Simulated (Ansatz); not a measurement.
Basis-set extrapolation for `[CH3][Al]([Cl])[BH]S` (PBE0-D4/def2-TZVP geometry, frozen core, Ansatz 0.2.0). Multiplicity 1, RHF reference.

```tsv
	def2-TZVPP	def2-QZVPP
HF	-1164.563601	-1164.597255
MP2 correlation	-0.714704	-0.773465
CCSD(T) correlation	-0.813157	not run
```

Energies in hartree. Use E(X) = E(∞) + A·exp(−7.88·√X) for Hartree–Fock and E(X) = E(∞) + B·X^(−2.97) for correlation, with X = 3 and 4, and add CCSD(T) minus MP2 of the smaller set to the MP2 limit.

Q: What is the CCSD(T) energy at the basis-set limit?

A: HF limit: -1164.597255 + (-0.033654) × 0.13774 = -1164.60189. MP2 limit: -0.773465 + (-0.058761) × 0.74074 = -0.81699. Higher-order term: -0.813157 − (-0.714704) = -0.09845. Total: -1165.51733 hartree, 369.1 kJ/mol below CCSD(T)/def2-TZVPP.
